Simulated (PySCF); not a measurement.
**Correlation energy of Hf (hafnium, neutral)**

[Xe] 4f14 5d4, high-spin 5D determinant (an excited configuration). Computed with PySCF 2.14 in x2c-TZVPPall with one added diffuse shell each of s, p, d, f type (12s8p8d4f1g, 113 functions), with the spin-free X2C one-electron Hamiltonian (Gaussian nucleus). Frozen: [Kr] 4d10 4f14; 12 electrons correlated.

```
  level  correlation energy (mhartree)
   CCSD                        -227.34
    (T)                          -7.47
CCSD(T)                        -234.81
```

Diagnostics: T1 = 0.0083, D1 = 0.0212, largest double amplitude 0.045.

Question: Is a single reference adequate?

Answer: Yes, within this model without spin-orbit coupling: T1 lies below 0.03 and no double amplitude reaches 0.07.

This basis was not built for core-valence correlation, so the inner-shell part is incomplete.
